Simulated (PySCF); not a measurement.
# `InChI=1S/C4H12BNO/c1-4-2-3-6-5(4)7/h4-5,7H,2-3,6H2,1H3/t4-,5+/m1/s1`

Geometry:
```tsv
atom	x (Å)	y (Å)	z (Å)
C1	2.192	-0.298	-0.017
C2	0.734	-0.242	0.431
C3	-0.104	-1.309	-0.287
C4	-1.545	-0.845	-0.136
N5	-1.515	0.568	-0.510
B6	-0.008	1.195	0.174
O7	-0.390	1.845	1.371
H8	2.622	-1.285	0.158
H9	2.779	0.435	0.529
H10	2.274	-0.071	-1.079
H11	0.707	-0.457	1.503
H12	0.038	-2.308	0.126
H13	0.161	-1.336	-1.346
H14	-1.837	-0.907	0.913
H15	-2.253	-1.419	-0.743
H16	-2.302	1.093	-0.145
H17	-1.465	0.676	-1.517
H18	0.420	1.889	-0.702
H19	-0.516	2.785	1.270
```

The calculation used TDDFT B3LYP/def2-SVPD circular dichroism and optical rotation, one conformer, gas phase (PySCF 2.14.0). Geometry: GFN2-xTB.

The molecule is flexible and this is one conformer; a measurement averages over conformers. States above about 6.7 eV (minus the energy of the highest occupied orbital) lie near or above the ionisation threshold and depend on the basis.

Question: Draw the ECD and absorption spectra from the lowest 12 states, each a Gaussian of half-width 0.3 eV at 1/e height.

Answer: 
```tsv
E (eV)	λ (nm)	Δε (L mol⁻¹ cm⁻¹)	ε (L mol⁻¹ cm⁻¹)
5.26	236	+0.85	40
5.41	229	+3.48	166
5.56	223	+8.65	421
5.71	217	+12.71	690
5.86	212	+9.80	872
6.01	206	+0.14	1160
6.16	201	-9.12	1560
6.31	196	-11.56	1630
6.46	192	-7.89	1270
6.61	188	-4.02	1040
6.76	183	-3.76	1240
6.91	179	-4.71	1680
7.06	176	-1.83	2200
7.21	172	+4.34	2730
7.36	168	+8.10	3000
7.51	165	+7.28	2920
```
Δε uses R in velocity form, ε uses f in length form. Only the states computed contribute, so the short-wavelength end is incomplete.

The sign of the CD band at 179 nm isn't settled: the length form gives the opposite one.
